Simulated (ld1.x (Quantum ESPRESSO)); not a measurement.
**An all-electron radial function and its pseudo partner (N (Z = 7))**

Columns: radius, all-electron u(r) and pseudo u(r) of the 2p shell (level -13.59 eV) of nitrogen in the configuration [He] 2s2 2p2.5; LDA (PZ), non-relativistic, TM scheme, ld1.x (Quantum ESPRESSO) 7.5.

```
r (bohr)  all-electron  pseudo
   0.110        0.0909  0.0290
   0.220        0.2602  0.1121
   0.330        0.4292  0.2375
   0.440        0.5701  0.3876
   0.550        0.6761  0.5419
   0.660        0.7485  0.6804
   0.770        0.7918  0.7879
   0.880        0.8111  0.8559
   0.990        0.8118  0.8839
   1.100        0.7986  0.8775
   1.210        0.7753  0.8462
   1.320        0.7450  0.7998
   1.430        0.7100  0.7470
   1.540        0.6722  0.6938
   1.650        0.6330  0.6435
   1.760        0.5933  0.5974
   1.870        0.5541  0.5551
   1.980        0.5157  0.5158
   2.090        0.4786  0.4786
   2.200        0.4431  0.4431
   2.310        0.4093  0.4093
   2.420        0.3773  0.3773
   2.530        0.3472  0.3472
   2.640        0.3191  0.3191
   2.750        0.2927  0.2927
   2.860        0.2682  0.2682
```

Q: How many radial nodes do the two functions have?

A: The all-electron 2p function has n − l − 1 = 0; the pseudo-wave has 0.

Q: At about which radius was the pseudo-wave matched?

A: 2.20 bohr. The columns agree to 0.0005 from 1.98 bohr on; several derivatives are matched, so the curves merge somewhat inside the radius.

Q: Is the pseudo-wave norm-conserving?

A: Yes: the TM scheme keeps the norm inside the radius equal to the all-electron one, which fixes the energy derivative of the logarithmic derivative at the level.
